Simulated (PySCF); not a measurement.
CaF, SMILES [F][Ca], multiplicity 2.

Geometry: PBE0-D3(BJ)/def2-TZVPD. The spin state was assumed, not searched.

Method: IEF-PCM-B3LYP/def2-TZVPD run with PySCF.

The values are the electrostatic part of the solvation free energy, E(continuum) − E(gas) at the gas-phase geometry, in a cavity of scaled van der Waals radii (PySCF's table); cavitation and dispersion terms are not included. A continuum can't describe solvent molecules that bind to the metal. The dipole moment in vacuum is 3.21 D.

```json
[
 {"solvent": "water", "ε": "78.36", "ΔG(elec) (kcal/mol)": "-7.9", "dipole (D)": "4.72"},
 {"solvent": "chloroform", "ε": "4.71", "ΔG(elec) (kcal/mol)": "-5.6", "dipole (D)": "4.15"},
 {"solvent": "acetonitrile", "ε": "35.69", "ΔG(elec) (kcal/mol)": "-7.7", "dipole (D)": "4.67"}
]
```
